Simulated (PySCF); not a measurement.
An unknown gives this computed stick spectrum. Method: TDDFT PBE0/def2-SVPD, vertical, gas phase, core orbitals frozen in the response (PySCF 2.14.0, density-fitted response routines). Geometries: GFN2-xTB, one conformer each.

```json
{"state": "S1", "λ (nm)": "284.5", "f": "0.0055"}
{"state": "S2", "λ (nm)": "230.4", "f": "0.0036"}
{"state": "S3", "λ (nm)": "219.9", "f": "0.0016"}
{"state": "S4", "λ (nm)": "217.0", "f": "0.0003"}
{"state": "S5", "λ (nm)": "201.3", "f": "0.0008"}
{"state": "S6", "λ (nm)": "195.1", "f": "0.0032"}
```

**Question.** Which candidate is it?
A. `CCNN(C)[SiH3]`
B. `C1CC1N1[SiH2]N[SiH2]1`
C. `CN1C=CN(C)P1`

**Answer.** B. Its S1 lies at 4.36 eV; the nearest of the others has S1 at 3.86 eV. S1 is HOMO→LUMO (99%). Löwdin shares by element: HOMO nitrogen 50%, carbon 25% or more (atoms not listed hold the other 25%); LUMO silicon 42%, nitrogen 8% or more, hydrogen 8% or more (atoms not listed hold the other 43%). At the same level the other candidates give, for their lowest levels:
- `CN1C=CN(C)P1`: 321 nm (f 0.030); 277 nm (f 0.058); 239 nm (f 0.027); 238 nm (f 0.082); 227 nm (f 0.004); T1 3.24 eV; HOMO -5.07, LUMO 0.09 eV
- `CCNN(C)[SiH3]`: 249 nm (f 0.006); 217 nm (f 0.017); 215 nm (f 0.010); 201 nm (f 0.012); 200 nm (f 0.002); T1 4.81 eV; HOMO -5.90, LUMO 0.37 eV

Shape of the structure used: `[CH2:1]1[CH2:2][CH:3]1[N:4]1[SiH2:5][NH:6][SiH2:7]1`: C2–C3–N4–Si5 123°.
Triplets come from the Tamm–Dancoff approximation.

Without π bonds the low states may be Rydberg-like; a valence basis with one diffuse set may place them up to an eV too high.
